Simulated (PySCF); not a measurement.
NbO, SMILES [O]=[Nb] (connectivity only; charge and spin as stated), neutral, multiplicity 4.

Geometry: B3LYP-D3(BJ)/def2-TZVPD. The spin state was assumed, not searched. The def2 effective core potentials stand for the cores of Nb; spin–orbit coupling is left out.

These are B3LYP-D3(BJ)/def2-TZVPD in PySCF values and carry that method's errors.

Frequencies are harmonic and unscaled.

| mode | ν (cm⁻¹) | IR (km/mol) | moving atoms (share of kinetic energy) |
|---|---|---|---|
| 1 | 1017 | 169.8 | O 85 %, Nb 15 % |
